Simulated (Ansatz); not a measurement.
Input (CCSDT(Q)/cc-pV(D+d)Z; Ansatz, a quantum-chemistry and plane-wave program): A basis named .json is the Basis Set Exchange file of that set.

Ansatz 0.2 input:
```yaml
crystal:
  periodic: [false, false, false]
  atoms:
    - {symbol: Si, position_ang: [-1.71756959, 0.20826091, 0.20492054]}
    - {symbol: Si, position_ang: [0.61359202, -0.03510012, 0.27290665]}
    - {symbol: F, position_ang: [1.29447869, 1.08995385, -0.63853838]}
    - {symbol: F, position_ang: [1.02074207, -1.45155781, -0.34995899]}
    - {symbol: H, position_ang: [-2.19633318, 0.10120220, -1.19208184]}
    - {symbol: H, position_ang: [-2.08204828, 1.53328574, 0.75920352]}
    - {symbol: H, position_ang: [-2.33916375, -0.85390657, 1.03026051]}
    - {symbol: H, position_ang: [1.23624442, 0.04960319, 1.60951360]}
basis:
  gaussian:
    orbitals: cc-pV_D+d_Z.json
magnetization: {spin_polarized: false}
correlation: {method: ccsdt_q, electrons: outside_noble_gas}
```

Output:

```
Functional definition: HF
integrals: 0.16 GiB planned
1803 factors; integrals over basis functions are off by at most 2.0e-7 eV
mean field: 0.52 GiB planned
mean field evaluation 1: about -21200.5793 eV, gradient 3.3e1 eV
mean field evaluation 2: about -21200.6156 eV, gradient 3.3e1 eV
mean field evaluation 4: about -21203.1279 eV, gradient 2.5e0 eV
mean field evaluation 8: about -21203.1657 eV, gradient 1.0e-1 eV
mean field evaluation 16: about -21202.4528 eV, gradient 2.0e1 eV
mean field -21203.16578904 eV, -779.2019707252 hartree, gradient 5.3e-7 eV, S^2 0.000000; 0 other end points of the search recorded, 0 dependent functions left out
12 core orbitals not correlated
reference -21203.16578904 eV, -779.2019707252 hartree; 13, 13 occupied and 69, 69 virtual orbitals, 1803 factors
second order -15.51873976 eV of doubles, -0.00000000 eV of singles
coupled cluster: 4.32 GiB planned
cycle   1  -16.05962830 eV  change   -5.4e-1 eV  update   1.1e-1
cycle   2  -16.63783545 eV  change   -5.8e-1 eV  update   5.1e-2
cycle   3  -16.94911894 eV  change   -3.1e-1 eV  update   2.5e-2
cycle   4  -16.93916410 eV  change    1.0e-2 eV  update   6.9e-3
cycle   5  -16.93015918 eV  change    9.0e-3 eV  update   3.7e-3
cycle   6  -16.93252721 eV  change   -2.4e-3 eV  update   1.1e-3
cycle   7  -16.93294517 eV  change   -4.2e-4 eV  update   4.8e-4
cycle   8  -16.93250364 eV  change    4.4e-4 eV  update   1.8e-4
cycle   9  -16.93235117 eV  change    1.5e-4 eV  update   6.6e-5
cycle  10  -16.93244022 eV  change   -8.9e-5 eV  update   2.5e-5
cycle  11  -16.93240767 eV  change    3.3e-5 eV  update   1.1e-5
cycle  12  -16.93241449 eV  change   -6.8e-6 eV  update   5.4e-6
cycle  13  -16.93241398 eV  change    5.1e-7 eV  update   1.6e-6
perturbative correction -0.03138933 eV, -0.0011535368 hartree
Total energy: -21220.12959235 eV, -779.8253789984 hartree
```
